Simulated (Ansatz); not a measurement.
Isolated molecules relaxed with PBE0-D4/def2-TZVP in Ansatz; ΔE leaves out vibrations. CCSD(T)/CBS is the MP2 limit (def2-TZVPP, def2-QZVPP) plus CCSD(T) − MP2 in def2-TZVPP, frozen cores. Functionals use def2-TZVPP. B3LYP here is the variant with VWN-RPA as its local correlation; programs differ in this. HSE06 is defined as in plane-wave codes. Elements past krypton have def2 core potentials. For Te outer-core shells are correlated without core-valence functions, which leaves a few kJ/mol of doubt a bond. One conformer a species, not always the lowest.

Reaction (ligand exchange at the Si–C bond): `FC([SiH3])[TeH]` + `OBOCF` → `FCOBO[SiH3]` + `FC[TeH]`

```
             level  ΔE (kcal/mol)  difference from CCSD(T)/CBS
       LDA (SPW92)          -19.4                          4.1
            PBE-D4          -19.8                          3.7
         revPBE-D4          -19.9                          3.6
           BLYP-D4          -22.6                          0.9
            B97M-V          -24.3                         -0.8
           PBE0-D4          -21.7                          1.8
          B3LYP-D4          -24.0                         -0.5
        r2SCANh-D4          -23.5                          0.0
        r2SCAN0-D4          -24.1                         -0.6
          HSE06-D4          -21.6                          1.9
          BHLYP-D4          -26.0                         -2.5
      CAM-B3LYP-D4          -25.1                         -1.6
           ωB97X-V          -23.8                         -0.3
           ωB97M-V          -23.4                          0.1
          PBE-QIDH          -23.6                         -0.1
               PBE          -20.3                          3.2
            revPBE          -20.6                          2.9
              BLYP          -23.7                         -0.2
            r2SCAN          -23.2                          0.3
             B3LYP          -24.9                         -1.4
           r2SCANh          -23.6                         -0.1
           r2SCAN0          -24.1                         -0.6
             HSE06          -22.0                          1.5
             BHLYP          -27.2                         -3.7
         CAM-B3LYP          -25.6                         -2.1
           LC-ωPBE          -23.1                          0.4
RPA@PBE/def2-TZVPP          -23.9                         -0.4
       HF/def2-SVP          -27.7                         -4.2
      MP2/def2-SVP          -22.4                          1.1
  CCSD(T)/def2-SVP          -22.1                          1.4
     HF/def2-TZVPP          -30.5                         -7.0
    MP2/def2-TZVPP          -24.1                         -0.6
SCS-MP2/def2-TZVPP          -25.3                         -1.8
   CCSD/def2-TZVPP          -25.0                         -1.5
CCSD(T)/def2-TZVPP          -24.0                         -0.5
    MP2/def2-QZVPP          -24.0                         -0.5
SCS-MP2/def2-QZVPP          -25.2                         -1.7
      HF/CBS(def2)          -31.0                         -7.5
     MP2/CBS(def2)          -23.7                         -0.2
    CCSD/CBS(def2)          -24.6                         -1.1
       CCSD(T)/CBS          -23.5                            0
```

Largest T1 diagnostic among the species: 0.013.

From PBE to PBE0 (25 % exact exchange), in def2-TZVPP and without D4, ΔE moves by −1.8 kcal/mol. At CCSD(T), def2-SVP lies +1.5 kcal/mol from the extrapolated value and def2-TZVPP −0.4 kcal/mol.
